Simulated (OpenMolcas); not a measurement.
# Os6+ in a point-charge field

Os6+ among 6 point charges of -1.7 e arranged as an octahedron (Oh), 1.67 Å from the ion.
```
   1.6700    0.0000    0.0000  -1.70
   0.0000    1.6700    0.0000  -1.70
  -1.6700    0.0000    0.0000  -1.70
   0.0000   -1.6700    0.0000  -1.70
   0.0000    0.0000    1.6700  -1.70
   0.0000    0.0000   -1.6700  -1.70
```

```
Program             : OpenMolcas 26.06
Method              : CASSCF
Basis               : ANO-RCC-VDZP [7s6p4d2f1g]
Scalar Hamiltonian  : DKH2, point nucleus
Active space        : 2 electrons in 5 orbitals (5d)
State averaging     : 2S+1 = 3 even, 10 roots; 2S+1 = 1 even, 15 roots
Spin-orbit coupling : state interaction with AMFI integrals over the reference wave functions
```

The lowest spin-free states (labels of O, the rotations of Oh), above the lowest:

```json
{"State": "3T1", "Degeneracy": "3", "E (cm-1)": "0.0", "Free-ion L (%)": "F (94)"}
{"State": "1T2", "Degeneracy": "3", "E (cm-1)": "13514", "Free-ion L (%)": "D (61)"}
{"State": "1E", "Degeneracy": "2", "E (cm-1)": "13764", "Free-ion L (%)": "D (52)"}
{"State": "3T2", "Degeneracy": "3", "E (cm-1)": "15205", "Free-ion L (%)": "F (100)"}
{"State": "3T1", "Degeneracy": "3", "E (cm-1)": "27480", "Free-ion L (%)": "P (94)"}
{"State": "1A1", "Degeneracy": "1", "E (cm-1)": "27882", "Free-ion L (%)": "G (76)"}
{"State": "1T2", "Degeneracy": "3", "E (cm-1)": "30914", "Free-ion L (%)": "G (61)"}
{"State": "3A2", "Degeneracy": "1", "E (cm-1)": "32109", "Free-ion L (%)": "F (100)"}
{"State": "1T1", "Degeneracy": "3", "E (cm-1)": "33959", "Free-ion L (%)": "G (100)"}
{"State": "1E", "Degeneracy": "2", "E (cm-1)": "47867", "Free-ion L (%)": "G (52)"}
{"State": "1A1", "Degeneracy": "1", "E (cm-1)": "68473", "Free-ion L (%)": "S (76)"}
```

The lowest levels with spin-orbit coupling:

| E (cm-1) | Degeneracy | Label | 2S+1 |
| --- | --- | --- | --- |
| 0.0 | 2 | E | 3 |
| 1263 | 3 | T2 | 3 |
| 10119 | 3 | T1 | 3 |
| 12839 | 1 | A1 | 3 |
| 16736 | 3 | T2 | 3 (61 %) |
| 21150 | 2 | E | 1 (80 %) |
| 21290 | 1 | A2 | 3 |
| 25605 | 3 | T1 | 3 |
| 26096 | 3 | T2 | 3 (57 %) |
| 26763 | 2 | E | 3 |
| 28679 | 1 | A1 | 3 (88 %) |
| 33997 | 3 | T1 | 3 |
| 34510 | 3 | T2 | 1 (54 %) |
| 39506 | 1 | A1 | 1 (85 %) |
| 40403 | 2 | E | 3 (82 %) |
| 42307 | 3 | T2 | 3 (85 %) |
| 44174 | 3 | T1 | 1 |
| 47732 | 3 | T2 | 3 (61 %) |
| 59337 | 2 | E | 1 |
| 80062 | 1 | A1 | 1 |

Powder χT (cm3 K/mol): 0 at 2 K, 0.00128 at 10 K, 0.00639 at 50 K, 0.0128 at 100 K, 0.0256 at 200 K, 0.0389 at 300 K. The effective moment at 300 K is 2.828 √(χT) = 0.56 μB.

The lowest level has 2S+1 = 3, for which the spin-only value is χT = S(S+1) / 2 = 1.000 cm3 K/mol (g = 2). The computed 0.039 at 300 K differs by -0.961, through orbital momentum, spin-orbit coupling and any other state in reach. With a threefold ground state the orbital momentum is unquenched, so the spin-only value is not expected to hold.

A least-squares ligand-field fit to the states below 45000 cm-1, each weighted by its degeneracy and with a free common offset, gives 10Dq = 16963 cm-1, B = 923 cm-1 and C = 3762 cm-1 (C/B = 4.07), with an rms deviation of 97 cm-1.

An orbital triplet at a regular site is open to Jahn-Teller coupling, which can distort the site and quench the lowest spin-orbit gaps and is left out. Without dynamic correlation the repulsion within the d shell is too large (B by tens of per cent), so at a given field states of lower spin stand too high. This field is weak: 10Dq is about 16963 cm-1, while octahedral complexes of 5d ions of charge 3 and more, computed by the same method with explicit ligands, had a median near 35000 cm-1. Ground spin and moment need not be those of a real site. This is an electrostatic model: the charges have no orbitals. No measured value stands beside these numbers.
